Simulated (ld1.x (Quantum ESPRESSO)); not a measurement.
Varying the RRKJ potential for Pt (Z = 78)

Base potential:

```json
{
  "Element": "Pt",
  "Generator": "ld1.x (Quantum ESPRESSO) 7.5",
  "Type": "norm-conserving RRKJ (Kleinman–Bylander form)",
  "Functional": "LDA (PZ)",
  "Relativity": "scalar-relativistic",
  "Frozen core": "[Kr] 4d10 4f14 5s2",
  "Valence charge": "16",
  "Reference configuration": "5p6 5d9 6s0.5 6p0.5",
  "Partial waves": "6s (bound): rc 2.35 bohr; 5p (bound): rc 1.50 bohr; 5d (bound): rc 1.75 bohr",
  "Local potential": "all-electron potential smoothed inside 2.15 bohr (lloc = -2)",
  "Core correction": "a·sin(br)/r model core, default radius (core density twice the valence density)",
  "rho0": "0.02"
}
```

Occupied shells without a wave of their own: 6p. They enter only through the test configuration that unscreens the potential, and ld1.x also counts them in the model core charge.

All-electron outer shells of the reference configuration (LDA (PZ), scalar-relativistic, ld1.x):

```json
{"shell": "5s", "level (eV)": "-103.26", "outermost node (bohr)": "0.49", "outermost maximum (bohr)": "0.87"}
{"shell": "4f", "level (eV)": "-71.56", "outermost node (bohr)": "–", "outermost maximum (bohr)": "0.38"}
{"shell": "5p", "level (eV)": "-57.36", "outermost node (bohr)": "0.53", "outermost maximum (bohr)": "0.98"}
{"shell": "5d", "level (eV)": "-7.40", "outermost node (bohr)": "0.57", "outermost maximum (bohr)": "1.26"}
{"shell": "6s", "level (eV)": "-6.76", "outermost node (bohr)": "1.14", "outermost maximum (bohr)": "2.35"}
{"shell": "6p", "level (eV)": "-1.57", "outermost node (bohr)": "1.36", "outermost maximum (bohr)": "3.47"}
```

Cutoffs, loose and tight: the cutoffs (Ry, on a coarse ladder) from which the occupation-weighted sum of valence levels, in a spherical-Bessel basis at the reference potential, stays within 10 and 1 mRy of its value at 400 Ry. They do not see the model core or the augmentation charge, which bear on the density cutoff. Test errors are all-electron minus pseudo excitation energies from the reference, over the configurations 5p6 5d9 6s1 6p0; 5p6 5d9 6s0 6p0; 5p6 5d8 6s0 6p0; 5p6 5d8 6s2 6p0; 5p6 5d8 6s1 6p0; 5p6 5d9 6s0 6p1; 5p6 5d9.5 6s0.5 6p0 (two spin-polarised tests are not counted in the largest error). A dash means not determined; rows that change the core or the reference have their own tests.

With those shells counted twice in exchange and correlation these files are broken, and their errors move erratically; no question is asked of them.

| change | outcome | cutoff, loose | cutoff, tight | bound ghosts | largest test error (meV) |
| --- | --- | --- | --- | --- | --- |
| base | generated, misses its reference levels by 0.17 eV | 70 Ry | 100 Ry | none | +153 |
| wave 5d (bound): rc 1.75 bohr becomes 5d (bound): rc 1.10 bohr | generated, misses its reference levels by 0.17 eV | 90 Ry | 160 Ry | none | +153 |
| wave 5d (bound): rc 1.75 bohr becomes 5d (bound): rc 1.44 bohr | generated, misses its reference levels by 0.17 eV | 80 Ry | 120 Ry | none | +153 |
| wave 5d (bound): rc 1.75 bohr becomes 5d (bound): rc 1.70 bohr | generated, misses its reference levels by 0.17 eV | 70 Ry | 100 Ry | none | +153 |
| wave 5d (bound): rc 1.75 bohr becomes 5d (bound): rc 1.84 bohr | generated, misses its reference levels by 0.17 eV | 70 Ry | 100 Ry | none | +154 |
| wave 5d (bound): rc 1.75 bohr becomes 5d (bound): rc 2.06 bohr | generated, misses its reference levels by 0.17 eV | 70 Ry | 100 Ry | none | +155 |
| wave 5d (bound): rc 1.75 bohr becomes 5d (bound): rc 2.40 bohr | generated, misses its reference levels by 0.17 eV | 70 Ry | 100 Ry | none | +164 |
| wave 5d (bound): rc 1.75 bohr becomes 5d (bound): rc 2.66 bohr | generated, misses its reference levels by 0.17 eV | 70 Ry | 100 Ry | none | +179 |

Reading the sweep of the d radius (base included, trends over the rows without a ghost): The loose cutoff falls from 90 Ry at 1.1 to 70 Ry at 2.66 bohr. A larger radius leaves more room for a smooth pseudo-wave, so fewer plane waves are needed; a smaller one forces it to follow the all-electron wave where it bends sharply. The median size of the test errors (rows with all tests solved) stays near 89.6 meV.
